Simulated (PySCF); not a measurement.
C2H3O3, charge -1, multiplicity 1. Atoms are numbered in the order given.

```xyz
8

C     -0.0339    -1.7584     0.0000
O     -0.7432    -0.5474     0.0000
C      0.0618     0.6591     0.0000
O     -0.6267     1.6862     0.0000
O      1.2928     0.4719     0.0000
H      0.6152    -1.8599    -0.8878
H      0.6152    -1.8599     0.8878
H     -0.7808    -2.5698     0.0000
```
Charge -1, spin multiplicity 1.

The structure is a stationary point at B3LYP-D3(BJ)/def2-SVPD. The multiplicity is an assumed one; other spin states were not compared. The isomer is the one that the SMILES or the coordinates give; other isomers of the formula were not compared.

These are HF/pcSseg-1 (PySCF) values and carry that method's errors.

GIAO shieldings, no solvent; atoms listed in one row are averaged. δ = σ(ref) − σ: ¹³C against TMS (σ = 192.6 ppm); ¹⁷O against H2O (σ = 333.0 ppm); ¹H against TMS (σ = 31.99 ppm), references at their B3LYP-D3(BJ)/def2-TZVP geometries, non-relativistic.

```tsv
nucleus	atoms	count	δ (ppm)
¹³C	C3	1	165.3
¹³C	C1	1	50.2
¹⁷O	O4	1	220.7
¹⁷O	O5	1	212.4
¹⁷O	O2	1	111.1
¹H	H6, H7, H8	3	3.12
```
